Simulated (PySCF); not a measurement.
Species: C₇H₉F₂O (charge -1).
SMILES with atom numbers: `[O-:1][C:2]1([C@@H:3]2[CH2:4][C@@H:5]2[CH:6]([F:7])[F:8])[CH2:9][CH2:10]1`

Geometry (GFN2-xTB, Å), atoms numbered from 1 in this order:
```
atom  x, y, z in Å
O1     0.2198   -0.3805   -1.8945
C2     0.8195    0.0413   -0.8178
C3     0.1559   -0.3150    0.5266
C4    -0.6795   -1.5512    0.5937
C5    -1.3424   -0.2031    0.6687
C6    -2.1212    0.2369   -0.5273
F7    -2.4865    1.5563   -0.4325
F8    -3.3344   -0.4222   -0.6135
C9     2.3469    0.1075   -0.6839
C10    1.5466    1.3918   -0.7332
H11    0.7344   -0.0511    1.4068
H12   -0.7864   -2.0832   -0.3403
H13   -0.6722   -2.1716    1.4799
H14   -1.7639    0.1106    1.6208
H15   -1.5194    0.0651   -1.4489
H16    2.9384   -0.1333   -1.5566
H17    2.8267   -0.1550    0.2530
H18    1.4834    1.9843    0.1725
H19    1.6245    1.9817   -1.6355
```

Probes without a nucleus sit at each ring's centroid and 1 Å off its mean plane on both sides; NICS is minus the shielding there, NICSzz its component along the normal. Level: GIAO PBE0/pcSseg-1 (PySCF, non-relativistic, gas phase) on the GFN2-xTB geometry, one conformer.

Ring bond lengths (Å), with Mayer bond orders in brackets: C2–C9 1.535 (0.87), C9–C10 1.514 (0.97), C10–C2 1.536 (0.85); C3–C4 1.493 (0.96), C4–C5 1.504 (0.93), C5–C3 1.509 (0.91).

Task: Give the NICS values of each ring in ppm.

Result: 
```csv
ring,type,NICS(0),"NICS(1), two faces","NICS(1)zz, two faces",rms pucker (Å),"centre to ring atoms, mean (Å)"
C2–C9–C10,3-membered carbocycle; formal bonds all single,-35.8,-4.9 / -8.0,-14.1 / -18.5,0.00,0.88
C3–C4–C5,3-membered carbocycle; formal bonds all single,-42.7,-8.6 / -9.1,-20.8 / -24.1,0.00,0.87
```

Task: What can be read from them?

Result: 
- C2–C9–C10: mean NICS(1)zz -16.3 ppm, shielded. C2, C9, C10 have four or more neighbours; no verdict on aromaticity is drawn. The two faces differ by 4.4 ppm, so no symmetry operation interchanges them. NICS(0) lies 29 ppm below the mean NICS(1).
- C3–C4–C5: mean NICS(1)zz -22.5 ppm, shielded. C3, C4, C5 have four or more neighbours, and the NICS criterion for π rings isn't applied. The two faces differ by 3.3 ppm, so no symmetry operation interchanges them. NICS(0) lies 34 ppm below the mean NICS(1).

Task: At the second NICS(1) probe listed for ring C2–C9–C10, 1 Å off the ring, what do the in-plane components average?

Result: The isotropic value is a third of the trace: (3 × -8.0 − (-18.5))/2 = -2.8 ppm.

Task: Give the inner angles of the rings and the Hirshfeld charges of the ring atoms.

Result: 
- C2–C9–C10: C2 59.1° (+0.042 e), C9 60.5° (-0.150 e), C10 60.4° (-0.149 e); sum 180.0° against 180° for a flat convex ring.
- C3–C4–C5: C3 60.1° (-0.053 e), C4 60.5° (-0.111 e), C5 59.4° (-0.081 e); sum 180.0° against 180° for a flat convex ring.
